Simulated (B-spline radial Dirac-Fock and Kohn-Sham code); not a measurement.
Calculated with a radial finite-basis atomic code, using Dirac-Fock energy differences between relaxed states, corrected for Breit and QED terms. Free neutral atoms.

Q: Order these X-ray lines by photon energy, lowest first.
A. Tm Lγ5
B. Hg Lβ15
C. Rb Kα2
D. Tl Lγ2
E. Eu Lγ5
F. Ce Lγ4

A: F (6538.1 eV), E (7245.3 eV), A (9142.1 eV), B (11902.2 eV), C (13333.9 eV), D (14625.0 eV).
